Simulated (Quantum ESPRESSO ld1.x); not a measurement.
Tm IX, configuration [Kr] 4d10 4f11 5s2 5p2. Calculated with ld1.x of Quantum ESPRESSO 7.5: Dirac Kohn-Sham, PBE, spin-unpolarised, spherical densities, point nucleus; open shells are shared between the two j in proportion to 2j + 1. Some entries of the table are withheld. Estimate them.

orbital,occ.,eigenvalue (hartree),<r> (bohr),<r^2> (bohr^2)
1s1/2,2,-2181.21,0.02001,0.0005483
2s1/2,2,-371.844,0.08429,0.008454
2p1/2,2,-354.625,0.07007,0.006089
2p3/2,4,-318.598,0.07746,0.007304
3s1/2,2,-87.3407,0.2205,0.05569
3p1/2,2,-79.7706,0.2102,0.05147
3p3/2,4,-72.1621,0.2241,0.05826
3d3/2,4,-59.2622,0.1973,0.04576
3d5/2,6,-57.5994,0.2016,0.04763
4s1/2,2,-21.0766,0.4968,0.2788
4p1/2,2,-18.0294,0.5049,0.2903
4p3/2,4,-16.3028,0.5362,0.3270
4d3/2,4,-11.2851,0.5604,0.3640
4d5/2,6,-10.9683,0.5712,0.3779
5s1/2,2,-6.25382,1.127,1.417
5p1/2,0.666667,-5.30212,1.210,1.639
5p3/2,1.33333,-4.99317,1.276,1.819
4f5/2,4.71429,-4.82522,0.6729,0.5577
4f7/2,6.28571,-4.77312,0.6804,0.5700
5d3/2,0,(1),1.511,2.565
5d5/2,0,(2),1.532,2.635
6s1/2,0,-2.91669,2.184,5.289
6p1/2,0,-2.56765,(3),6.156
6p3/2,0,-2.46668,(4),6.630

Answer. 
(1) 5d3/2 eigenvalue (hartree): -3.58774
(2) 5d5/2 eigenvalue (hartree): -3.54175
(3) 6p1/2 <r> (bohr): 2.353
(4) 6p3/2 <r> (bohr): 2.441
